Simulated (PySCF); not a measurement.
# Excitation energy of Te²⁺ by level of theory

Te²⁺ [Kr] 4d10 5s2 5p2 (3P) → Te²⁺ [Kr] 4d10 5s1 5p3 (5S), as a difference of total energies. All numbers are calculated (PySCF 2.14, a scalar-relativistic core potential, in aug-cc-pwCVTZ-PP with ECP28MDF). Correlated levels: valence: 4s2 4p6 4d10 frozen; valence and next inner shell: nothing frozen outside the core potential. The calculations carry no spin-orbit coupling.

```json
{"method": "UHF", "excitation energy (eV)": "5.370"}
{"method": "LDA", "excitation energy (eV)": "8.322"}
{"method": "PBE", "excitation energy (eV)": "8.015"}
{"method": "PBE0", "excitation energy (eV)": "7.500"}
{"method": "r2SCAN", "excitation energy (eV)": "7.112"}
{"method": "wB97X-V", "excitation energy (eV)": "7.812"}
{"method": "B3LYP", "excitation energy (eV)": "8.087"}
{"method": "BLYP", "excitation energy (eV)": "8.491"}
{"method": "M06-2X", "excitation energy (eV)": "7.247"}
{"method": "MP2 (valence)", "excitation energy (eV)": "6.272"}
{"method": "SCS-MP2 (valence)", "excitation energy (eV)": "6.666"}
{"method": "MP2 (valence and next inner shell)", "excitation energy (eV)": "7.267"}
{"method": "SCS-MP2 (valence and next inner shell)", "excitation energy (eV)": "7.477"}
```

Q: How much does correlation contribute at MP2 (valence and next inner shell)?

A: 7.267 − (5.370) = 1.897 eV, measured against UHF.
